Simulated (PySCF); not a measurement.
## Sr: excitation energy

Sr [Kr] 5s2 (1S) → Sr [Kr] 5s1 5p1 (3P), as a difference of total energies. Calculation: PySCF 2.14, in aug-cc-pwCVTZ-X2C with one added diffuse shell each of s, p, d, f type (11s10p8d4f, 109 functions); scalar relativity by spin-free X2C-1e. Correlated levels: valence and next inner shell: [Ar] 3d10 frozen. The calculations carry no spin-orbit coupling.

Task: Order these methods by the excitation energy they give, lowest first.
A. UHF
B. MP2 (valence and next inner shell)
C. SCS-MP2 (valence and next inner shell)
D. CCSD(T) (valence and next inner shell)

Result: A (0.971 eV), B (1.780 eV), D (1.810 eV), C (1.841 eV).

Errors of the correlated levels include the incompleteness of this basis and the frozen core.

For comparison: 1.823 eV (measured; NIST levels, between the centres of gravity of the two terms).
